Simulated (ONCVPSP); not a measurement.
# Cutoff test, O (Z = 8), ONCV

```
Element                 : O
Generator               : ONCVPSP 4.0.1
Type                    : optimised norm-conserving Vanderbilt (ONCV)
Functional              : PBEsol
Relativity              : scalar-relativistic
Frozen core             : [He]
Valence charge          : 6
Reference configuration : 2s2 2p3 (charge +1)
Partial waves           : 2s: rc 0.95 bohr, ncon 4, nbas 8, qcut 5.8 1/bohr, 1 projector; 2p: rc 1.20 bohr, ncon 3, nbas 6, qcut 11.3 1/bohr, 2 projectors, debl 2.8 Ha
Local potential         : polynomial inside 0.95 bohr (lpopt 5, dvloc0 0 Ha)
Core correction         : Teter function, fcfact 3.5, rcfact 1.8
```

Problem. For each optimised wave give the share of its norm inside rc, the residual kinetic energy above qcut (Ha) and the cutoffs (Ha) for errors of 10, 1, 0.1 and 0.01 mHa per electron.

Solution.

```csv
wave,norm inside rc,residual KE,10 mHa,1 mHa,0.1 mHa,0.01 mHa
2s,0.442,1.4e-02,19.5,157.1,196.7,264.2
2p,0.641,7.5e-07,32.0,42.2,50.4,56.4
p projector 2,0.071,1.5e-06,30.9,42.5,51.7,58.5
```

The occupied waves need 157 Ha and 197 Ha for 1 and 0.1 mHa.
